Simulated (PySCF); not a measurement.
# Electron correlation in Pd⁴⁺ (palladium, charge +4)

Starting occupation: [Kr] 4d6, 4d3/2 with m_j = -3/2, -1/2, +1/2, +3/2, 4d5/2 with m_j = +3/2, +5/2. Calculation: PySCF 2.14, in x2c-SVPall-2c; X2C-1e with screened-nucleus spin-orbit coupling, Gaussian nucleus. Frozen: [Ar] 3d10; 14 electrons correlated; the 6 highest virtual spinors left out.

MP2 pair energies summed by pair of shells (mhartree):

| pair | energy | share (%) |
| --- | --- | --- |
| 4d-4p | -124.02 | 44.4 |
| 4d-4d | -81.75 | 29.3 |
| 4p-4p | -49.24 | 17.6 |
| 4p-4s | -13.94 | 5.0 |
| 4d-4s | -7.83 | 2.8 |
| 4s-4s | -2.46 | 0.9 |

Total MP2 correlation energy: -279.25 mhartree.

The GHF reference relaxed away from the jj start to a determinant that is no pure jj level (⟨S²⟩ = 5.94, ⟨J²⟩ = 20.01); the energies belong to that determinant.

This basis was not built for core-valence correlation, so the inner-shell part is incomplete.
